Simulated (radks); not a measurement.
The numbers below are computed, except where a source is named.
Task: The mean radii <r> (bohr) of the occupied orbitals of an atom or ion are listed with their occupations. Level of theory: Dirac Kohn-Sham, exchange-only PBE, spin-unpolarised, spherical densities, finite nucleus; Fermi nuclear charge, rms radius of each element as measured or else 0.836 A^(1/3) + 0.57 fm (a radial shooting solver on a logarithmic mesh with Libxc functionals).

orbital  occ.      <r>
1s1/2       2  0.04831
2s1/2       2   0.1998

Name the element and its charge. Open shells, if any, fill j = l - 1/2 first.

Result: Z = 31, gallium, charge +27: Ga27+ in [He] 2s2. The 1s radius gives Z: for a bare nucleus <r> = (2 gamma + 1)/(2Z) with gamma = sqrt(1 - (Z/c)^2), 0.04755 bohr for Z = 31, and screening makes it slightly larger (0.04831 here). The occupations add up to 4, and the charge is Z minus that.
